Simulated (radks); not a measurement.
Values are calculated unless marked as measured or tabulated.
Ionisation of the iridium ion Ir2+, [Xe] 4f14 5d7, to [Xe] 4f14 5d6 as the strength of local exchange is varied. Level of theory: scalar-relativistic Kohn-Sham, Slater X-alpha exchange (alpha = 2/3 is LDA exchange), no correlation, spin-polarised, spherical densities, finite nucleus; open shells are filled with parallel spins first (spin-orbit coupling, left out, can overturn this in heavy ions); Fermi nuclear charge, rms radius 5.4032 fm (a radial shooting solver on a logarithmic mesh with Libxc functionals).

[
 {"alpha": "0.667", "E(Ir2+) (hartree)": "-17805.3401", "exchange (hartree)": "-327.7310", "IE (eV)": "27.726", "-e of the level emptied (eV)": "21.974 (5d)", "<r> of it (bohr)": "1.645"},
 {"alpha": "0.74", "E(Ir2+) (hartree)": "-17841.4390", "exchange (hartree)": "-364.3789", "IE (eV)": "28.828", "-e of the level emptied (eV)": "23.012 (5d)", "<r> of it (bohr)": "1.620"},
 {"alpha": "0.856", "E(Ir2+) (hartree)": "-17898.9607", "exchange (hartree)": "-422.9290", "IE (eV)": "30.645", "-e of the level emptied (eV)": "24.732 (5d)", "<r> of it (bohr)": "1.582"},
 {"alpha": "0.961", "E(Ir2+) (hartree)": "-17951.1959", "exchange (hartree)": "-476.2598", "IE (eV)": "32.359", "-e of the level emptied (eV)": "26.364 (5d)", "<r> of it (bohr)": "1.550"},
 {"alpha": "1.021", "E(Ir2+) (hartree)": "-17981.1162", "exchange (hartree)": "-506.8763", "IE (eV)": "33.368", "-e of the level emptied (eV)": "27.329 (5d)", "<r> of it (bohr)": "1.532"},
 {"alpha": "1.037", "E(Ir2+) (hartree)": "-17989.1038", "exchange (hartree)": "-515.0581", "IE (eV)": "33.641", "-e of the level emptied (eV)": "27.590 (5d)", "<r> of it (bohr)": "1.527"}
]

NIST Atomic Spectra Database: 28 +/- 1.6 eV (theoretical). The Delta-SCF value meets it near alpha = 0.69. Open shells are spherical and high-spin; term and fine-structure splittings are not resolved. Spin-orbit splitting is averaged out at the scalar-relativistic level.
